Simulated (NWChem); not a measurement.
System: CH₆F₂Si₂; SMILES F[SiH]([SiH2]C)F

Here is an NWChem input.

```
start job
memory heap 200 mb stack 900 mb global 1100 mb
geometry units angstroms noautosym nocenter noautoz
  Si    -0.010903    -0.988725    -0.390697
  F     -1.281951    -1.434141     0.516010
  F      1.314957    -1.427952     0.437167
  Si    -0.021533     1.341728    -0.600186
  C      0.034115     2.135141     1.105046
  H     -0.046843    -1.803133    -1.635501
  H      1.162727     1.736009    -1.426659
  H     -1.258558     1.733139    -1.346788
  H      0.941436     1.823708     1.644200
  H      0.036006     3.232637     1.024996
  H     -0.840622     1.830852     1.699293
end
basis spherical
  * library def2-svp
end
dft
  xc m06-2x
  iterations 150
end
cosmo
  do_cosmo_smd true
  solvent dmf
end
task dft energy
```

Parts of the log:

```
             Northwest Computational Chemistry Package (NWChem) 7.3.0
             --------------------------------------------------------

                             Geometry "geometry" -> ""
                             -------------------------

 Output coordinates in angstroms (scale by  1.889725989 to convert to a.u.)

  No.       Tag          Charge          X              Y              Z
 ---- ---------------- ---------- -------------- -------------- --------------
    1 Si                  14.0000    -0.01090300    -0.98872500    -0.39069700
    2 F                    9.0000    -1.28195100    -1.43414100     0.51601000
    3 F                    9.0000     1.31495700    -1.42795200     0.43716700
    4 Si                  14.0000    -0.02153300     1.34172800    -0.60018600
    5 C                    6.0000     0.03411500     2.13514100     1.10504600
    6 H                    1.0000    -0.04684300    -1.80313300    -1.63550100
    7 H                    1.0000     1.16272700     1.73600900    -1.42665900
    8 H                    1.0000    -1.25855800     1.73313900    -1.34678800
    9 H                    1.0000     0.94143600     1.82370800     1.64420000
   10 H                    1.0000     0.03600600     3.23263700     1.02499600
   11 H                    1.0000    -0.84062200     1.83085200     1.69929300

 Effective nuclear repulsion energy (a.u.)     301.6632569469

                                 NWChem DFT Module
                                 -----------------

 Summary of "ao basis" -> "ao basis" (spherical)
 ------------------------------------------------------------------------------
       Tag                 Description            Shells   Functions and Types
 ---------------- ------------------------------  ------  ---------------------
 Si                         def2-svp                 8       18   4s3p1d
 F                          def2-svp                 6       14   3s2p1d
 C                          def2-svp                 6       14   3s2p1d
 H                          def2-svp                 3        5   2s1p

 in cosmo_initialize ...
 calling solv_data for solv:dmf

 solvent parameters
 solvname_short: dmf
 solvname_long:  N,N-dimethylformamide
 dielec:       37.2190
 dielecinf:     2.0463
 nonaqueous SMD model solvent descriptors
 dielec:       37.2190
 sola:          0.0000
 solb:          0.7400
 solc:          0.0000
 solg:         49.5600
 solh:          0.0000
 soln:          1.4305

          ---------------
          -cosmo- solvent
          ---------------
 Cosmo: York-Karplus, doi: 10.1021/jp992097l
 dielectric constant -eps-     =  37.22
 screen = (eps-1)/(eps    )    =   0.97313
 surface charge correction     = lagrangian

   van der Waals surface
 --------------------------

[...]

                                COSMO-SMD solvation results
                                ---------------------------

             internal energy in gas <Psi(g)|H|Psi(g)> =      -820.007270738101
         internal energy in solvent <Psi(s)|H|Psi(s)> =      -820.006826810471
                               delta internal energy  =         0.000443927630 (    0.28 kcal/mol)
   total free energy in solvent <Psi(s)|H+V/2|Psi(s)> =      -820.012614104484
 polarization energy contribution <Psi(s)|V/2|Psi(s)> =        -0.005787294013 (   -3.63 kcal/mol)
    total free energy in solvent including G(SMD-CDS) =      -820.010520120828
                       G(SMD-CDS) energy contribution =         0.002093983655 (    1.31 kcal/mol)
     1 M fixed-concentration free energy of solvation =        -0.003249382728 (   -2.04 kcal/mol)

                       DFT Final Molecular Orbital Analysis
                       ------------------------------------

 Vector   27  Occ=2.000000D+00  E=-3.967537D-01
              MO Center= -3.1D-02,  1.6D+00, -8.4D-01, r^2= 2.9D+00
   Bfn.  Coefficient  Atom+Function         Bfn.  Coefficient  Atom+Function
  ----- ------------  ---------------      ----- ------------  ---------------
    84      0.306328   7 H  s                89     -0.306546   8 H  s
    54      0.271595   4 Si px               57      0.207683   4 Si px
    85      0.176872   7 H  s                90     -0.176943   8 H  s
    68     -0.160829   5 C  px               51     -0.151865   4 Si px
   104      0.127518  11 H  s                94     -0.126846   9 H  s

 Vector   28  Occ=2.000000D+00  E=-3.863636D-01
              MO Center=  3.7D-03,  1.8D+00,  1.6D-01, r^2= 2.7D+00
   Bfn.  Coefficient  Atom+Function         Bfn.  Coefficient  Atom+Function
  ----- ------------  ---------------      ----- ------------  ---------------
    70      0.380972   5 C  pz               56     -0.288948   4 Si pz
    73      0.219481   5 C  pz               59     -0.202064   4 Si pz
    84      0.173327   7 H  s                89      0.172880   8 H  s
    53      0.161035   4 Si pz               94      0.126869   9 H  s
   104      0.126421  11 H  s                69      0.107530   5 C  py

 Vector   29  Occ=2.000000D+00  E=-3.407784D-01
              MO Center= -1.6D-02,  1.7D-01, -4.9D-01, r^2= 3.7D+00
   Bfn.  Coefficient  Atom+Function         Bfn.  Coefficient  Atom+Function
  ----- ------------  ---------------      ----- ------------  ---------------
     9      0.293528   1 Si py               55     -0.286894   4 Si py
    58     -0.256447   4 Si py               79     -0.219597   6 H  s
    80     -0.190742   6 H  s                 3      0.176067   1 Si s
    23      0.156603   2 F  py               37      0.156430   3 F  py
    52      0.150796   4 Si py                6     -0.144023   1 Si py

 Vector   30  Occ=0.000000D+00  E= 3.440804D-02
              MO Center= -8.6D-03,  4.1D-01, -2.4D-01, r^2= 5.0D+00
   Bfn.  Coefficient  Atom+Function         Bfn.  Coefficient  Atom+Function
  ----- ------------  ---------------      ----- ------------  ---------------
    67      1.324909   5 C  s                59     -0.912114   4 Si pz
    13     -0.513503   1 Si pz               50     -0.428195   4 Si s
   100     -0.378023  10 H  s                73     -0.281493   5 C  pz
    85     -0.261082   7 H  s                90     -0.258054   8 H  s
    80     -0.256530   6 H  s                95     -0.235917   9 H  s

 Vector   31  Occ=0.000000D+00  E= 3.862308D-02
              MO Center= -1.9D-02, -8.8D-02, -6.1D-01, r^2= 3.9D+00
   Bfn.  Coefficient  Atom+Function         Bfn.  Coefficient  Atom+Function
  ----- ------------  ---------------      ----- ------------  ---------------
    11      0.732355   1 Si px               57      0.669235   4 Si px
    85     -0.509594   7 H  s                90      0.511240   8 H  s
    21      0.273104   2 F  s                35     -0.272703   3 F  s
     8      0.203621   1 Si px               71     -0.186769   5 C  px
    84     -0.136462   7 H  s                89      0.136569   8 H  s

 Vector   32  Occ=0.000000D+00  E= 9.159470D-02
              MO Center= -2.1D-02,  8.9D-01, -6.1D-01, r^2= 5.4D+00
   Bfn.  Coefficient  Atom+Function         Bfn.  Coefficient  Atom+Function
  ----- ------------  ---------------      ----- ------------  ---------------
    58      1.401402   4 Si py                4      1.331019   1 Si s
    67     -0.808228   5 C  s                12      0.731490   1 Si py
    80     -0.606418   6 H  s                 3      0.462622   1 Si s
    50     -0.415898   4 Si s                95      0.345727   9 H  s
   105      0.340211  11 H  s                13     -0.337174   1 Si pz

     Multipole analysis of the density
     ---------------------------------

     L   x y z        total         alpha         beta         nuclear
     -   - - -        -----         -----         ----         -------
     0   0 0 0     -0.000000    -29.000000    -29.000000     58.000000

     1   1 0 0     -0.011886     -0.045425     -0.045425      0.078964
     1   0 1 0      0.779684     -0.127247     -0.127247      1.034177
     1   0 0 1     -0.369087     -1.409131     -1.409131      2.449176

     2   2 0 0    -35.619285    -80.124842    -80.124842    124.630399
     2   1 1 0      0.075755     -0.045448     -0.045448      0.166651
     2   1 0 1      0.081127      0.118898      0.118898     -0.156670
     2   0 2 0    -33.398890   -247.928079   -247.928079    462.457268
     2   0 1 1      2.591653     -5.084571     -5.084571     12.760795
     2   0 0 2    -32.833191    -73.176877    -73.176877    113.520562
```

Level: M06-2X/def2-SVP, SMD on the gas-phase geometry. Structure relaxed at the PBE0/def2-SVP level. Solvent: N,N-dimethylformamide.
